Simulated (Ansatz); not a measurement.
`OC([SiH3])[SiH3]` and `C#CC([SiH3])[SiH3]` differ in one atom or group.

Ansatz, PBE0-D4/def2-TZVP geometries, multiplicity 1. Each molecule was computed in one conformer, which needn't be the lowest.

| property | `OC([SiH3])[SiH3]` |
| --- | --- |
| LUMO energy (ωB97M-V/def2-TZVPP) / eV | 1.68 |
| HOMO–LUMO gap (PBE0/def2-TZVPP) / eV | 7.84 |
| size of the dipole moment (B3LYP/def2-TZVPP) / D | 1.45 |
| LUMO energy (PBE0/def2-TZVPP) / eV | 0.09 |
| HOMO–LUMO gap (B3LYP/def2-TZVPP) / eV | 7.37 |
| size of the dipole moment (PBE/def2-TZVPP) / D | 1.41 |

What does the change do to each property? (Estimate.)

The calculation gave: 
```csv
property,`C#CC([SiH3])[SiH3]`,shift
LUMO energy (ωB97M-V/def2-TZVPP) / eV,1.68,0.00
HOMO–LUMO gap (PBE0/def2-TZVPP) / eV,7.53,-0.31
size of the dipole moment (B3LYP/def2-TZVPP) / D,0.52,-0.93
LUMO energy (PBE0/def2-TZVPP) / eV,0.11,0.02
HOMO–LUMO gap (B3LYP/def2-TZVPP) / eV,7.11,-0.26
size of the dipole moment (PBE/def2-TZVPP) / D,0.52,-0.89
```

Dipoles are sizes alone; their direction can turn.

Positive LUMOs are unbound, so they and the gaps depend on the basis.

B3LYP here is the variant with VWN-RPA as its local correlation; programs differ in this.
